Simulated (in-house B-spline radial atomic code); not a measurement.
The numbers below are computed, except where a source is named.
## Ar in an electron gas of r_s = 3.6: phase shifts, screening and friction

A nucleus sits in a uniform electron gas with a rigid positive background. The Kohn-Sham equations are solved self-consistently in the spin-unpolarised LDA (PW92), non-relativistic, on B-splines with outgoing waves at the boundary and partial waves to l = 8. The model has no lattice, no bands and no magnetic solution. Atomic units; δ_l are the phase shifts at the Fermi level, counted so that each bound state adds π, and good to about 0.0005.

The density parameter is r_s = 3.6 bohr.

```csv
l,δ_l (rad)
0,8.8964
1,6.1521
2,0.1822
3,0.0037
4,-0.0016
5,0.0000
6,-0.0001
7,0.0000
8,0.0000
```

Bound levels below the band bottom (hartree): s -113.7, s -10.66, p -8.306, s -0.7605, p -0.2612.

(1) Check the Friedel sum rule, and say where the screening charge sits.

(2) Find the transport cross section and the electronic stopping of a 2 keV Ar ion (mass 39.95 u).

Results:

(1) k_F = (9π/4)^(1/3)/r_s = 0.53310. The rule is Z = (2/π) Σ (2l + 1) δ_l. The terms are s 5.664, p 11.750, d 0.580, f 0.016 and -0.010 beyond, in all 18.000 against Z = 18. Bound states hold 6 s, 12 p, 0 d electrons, so the scattering states carry 0.00 in all; where a term is smaller than its bound count, the bound level has drawn weight out of the band.

(2) σ_tr = (4π/k_F²) Σ (l + 1) sin²(δ_l − δ_(l+1)). The terms for l = 0 to 3 are 0.1497, 0.1900, 0.0946, 0.0001, all together 0.4344, so σ_tr = 44.217 × 0.4344 = 19.207 bohr². With n = 3/(4π r_s³) = 0.005117, the friction coefficient is Q = n k_F σ_tr = 0.0524. For v well below v_F = 0.533, dE/dx = Q v; with 24801 eV per u at v = 1, v = √(2000/(24801 × 39.95)) = 0.0449, so dE/dx = 0.00235 hartree/bohr = 1.21 eV/nm. The largest term couples the p and d waves.
